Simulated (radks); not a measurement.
All-electron atom: Pt- in [Xe] 4f14 5d9 6s2. Calculated with a radial shooting solver on a logarithmic mesh with Libxc functionals: scalar-relativistic Kohn-Sham, PBEsol, spin-polarised, spherical densities, finite nucleus; open shells are filled with parallel spins first (spin-orbit coupling, left out, can overturn this in heavy ions); Fermi nuclear charge, rms radius 5.427 fm; hard spherical wall at 6 bohr.

Radial electron density D(r) = 4 pi r^2 rho(r):

| r (bohr) | D(r) (e/bohr) | spin D(r) |
|---|---|---|
| 0.0006412 | 4.966 | -0.00000181 |
| 0.0007405 | 6.202 | -0.00000226 |
| 0.0008551 | 7.724 | -0.00000282 |
| 0.0009876 | 9.591 | -0.00000350 |
| 0.00115 | 12.01 | -0.00000439 |
| 0.001328 | 14.80 | -0.00000543 |
| 0.001533 | 18.16 | -0.00000668 |
| 0.001771 | 22.17 | -0.00000821 |
| 0.002045 | 26.91 | -0.0000100 |
| 0.002362 | 32.44 | -0.0000123 |
| 0.002728 | 38.81 | -0.0000149 |
| 0.003176 | 46.43 | -0.0000184 |
| 0.003668 | 54.45 | -0.0000224 |
| 0.004236 | 63.09 | -0.0000273 |
| 0.004892 | 72.12 | -0.0000335 |
| 0.005649 | 81.17 | -0.0000416 |
| 0.006524 | 89.75 | -0.0000521 |
| 0.007535 | 97.29 | -0.0000663 |
| 0.008772 | 103.4 | -0.0000866 |
| 0.01013 | 106.9 | -0.000112 |
| 0.0117 | 107.9 | -0.000145 |
| 0.01351 | 106.3 | -0.000183 |
| 0.0156 | 102.8 | -0.000217 |
| 0.01802 | 98.78 | -0.000225 |
| 0.02081 | 95.94 | -0.000156 |
| 0.02423 | 96.40 | 0.000108 |
| 0.02798 | 101.6 | 0.000728 |
| 0.03231 | 111.7 | 0.00201 |
| 0.03732 | 124.9 | 0.00441 |
| 0.0431 | 137.4 | 0.00853 |
| 0.04978 | 145.0 | 0.0150 |
| 0.05748 | 144.3 | 0.0244 |
| 0.06692 | 134.9 | 0.0374 |
| 0.07729 | 122.4 | 0.0513 |
| 0.08926 | 113.9 | 0.0636 |
| 0.1031 | 114.8 | 0.0696 |
| 0.119 | 124.0 | 0.0645 |
| 0.1375 | 133.6 | 0.0463 |
| 0.1588 | 132.9 | 0.0198 |
| 0.1848 | 116.4 | -0.00267 |
| 0.2135 | 93.19 | -0.00102 |
| 0.2465 | 76.11 | 0.0326 |
| 0.2847 | 73.45 | 0.0879 |
| 0.3288 | 81.13 | 0.134 |
| 0.3798 | 86.79 | 0.137 |
| 0.4386 | 81.20 | 0.0876 |
| 0.5106 | 64.14 | 0.0162 |
| 0.5896 | 45.70 | -0.00678 |
| 0.681 | 32.08 | 0.0639 |
| 0.7864 | 24.71 | 0.231 |
| 0.9082 | 21.01 | 0.446 |
| 1.049 | 18.03 | 0.631 |
| 1.211 | 14.58 | 0.724 |
| 1.41 | 10.78 | 0.703 |
| 1.629 | 7.725 | 0.598 |
| 1.881 | 5.462 | 0.454 |
| 2.172 | 3.884 | 0.311 |
| 2.509 | 2.763 | 0.191 |
| 2.897 | 1.920 | 0.103 |
| 3.346 | 1.258 | 0.0473 |
| 3.895 | 0.7113 | 0.0154 |
| 4.499 | 0.3298 | 0.00306 |
| 5.195 | 0.08885 | 0.0000380 |

D(r) has 4 maxima, at r = 0.0114, 0.0531, 0.147, 0.383 bohr, and minima at 0.0222, 0.0952, 0.271 bohr, inside which lie 1.89, 11.07, 29.98 electrons.
